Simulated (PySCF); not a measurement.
Radial density of Ru²⁺ (ruthenium, charge +2)

UHF, [Kr] 4d6, high-spin 5D determinant. Calculation: PySCF 2.14, in def2-TZVPPD with the def2 core potential (28 electrons) (6s4p3d2f1g, 56 functions); scalar relativity through the core potential. This is the valence pseudo-density: the core potential removes the inner electrons and smooths the orbitals near the nucleus.

| r (bohr) | 4πr²ρ (e/bohr) | 4πr²(ρα − ρβ) |
| --- | --- | --- |
| 0.0400 | 1.065e-05 | 0.0000 |
| 0.0673 | 4.970e-05 | 0.0000 |
| 0.113 | 0.0003381 | 0.0000 |
| 0.190 | 0.003947 | 0.0008 |
| 0.320 | 0.09627 | 0.0187 |
| 0.539 | 2.619 | 0.3671 |
| 0.906 | 13.35 | 2.4443 |
| 1.52 | 7.256 | 2.6075 |
| 2.56 | 0.8812 | 0.4938 |
| 4.31 | 0.02286 | 0.0103 |
| 7.25 | 1.532e-05 | 0.0000 |

Energies and moments cover only the electrons outside the core potential.
